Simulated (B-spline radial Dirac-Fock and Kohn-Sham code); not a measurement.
# Two-hole binding energies of I⁻

System: iodine as I⁻ in the configuration [Kr] 4d10 5s2 5p6, inside a Watson sphere of charge +1 and radius 2.64 Å (a model of the Madelung potential; inside it an electron's potential energy is lowered by 5.5 eV).

Input of the calculation (task.json; shells as n, l, electrons):

```json
{"items": [{
  "Z": 53,
  "q": -1,
  "cfg": [[1, 0, 2], [2, 0, 2], [2, 1, 6], [3, 0, 2], [3, 1, 6], [3, 2, 10], [4, 0, 2], [4, 1, 6], [4, 2, 10], [5, 0, 2], [5, 1, 6]],
  "A": 127,
  "rrms": 4.75,
  "watson": [1, 2.64],
  "do": ["binding", "quiet", "double"]
}]}
```

Launch: `python xray_run.py task.json out`

Level of theory: multi-electron Dirac-Fock with separately optimised hole states, Breit and Lamb-shift corrections added in first order; an atomic code on a B-spline grid. U is the two-hole binding energy less the two single-hole energies, the effective repulsion of the holes after relaxation. Each two-hole energy is an average over J within one jj subconfiguration.

```
          holes  E(a) (eV)  E(b) (eV)  E(ab) (eV)  U (eV)
           1s⁻²    33172.7    33172.7     67207.9   862.5
   1s⁻¹ 3d5/2⁻¹    33172.7      624.4     33856.2    59.1
   2s⁻¹ 2p3/2⁻¹     5199.5     4562.8      9887.1   124.7
   2s⁻¹ 3p3/2⁻¹     5199.5      882.4      6137.2    55.3
   2p1/2⁻¹ 3s⁻¹     4857.7     1080.4      5993.7    55.7
   2s⁻¹ 3d3/2⁻¹     5199.5      635.9      5896.0    60.7
2p3/2⁻¹ 3p1/2⁻¹     4562.8      939.1      5561.1    59.2
2p3/2⁻¹ 3d5/2⁻¹     4562.8      624.4      5246.2    59.1
        3p3/2⁻²      882.4      882.4           ?       ?
3d3/2⁻¹ 3d5/2⁻¹      635.9      624.4      1308.1    47.8
        3d5/2⁻²      624.4      624.4      1295.7    47.0
4d3/2⁻¹ 4d5/2⁻¹      55.04      53.34       124.2    15.9
        4d5/2⁻²      53.34      53.34       122.3    15.6
5p1/2⁻¹ 5p3/2⁻¹       8.46       7.51       23.76     7.8
```

Task: Give the missing two-hole energy and U.

Result: E(ab) = 1806.7 eV and U = 42.0 eV.
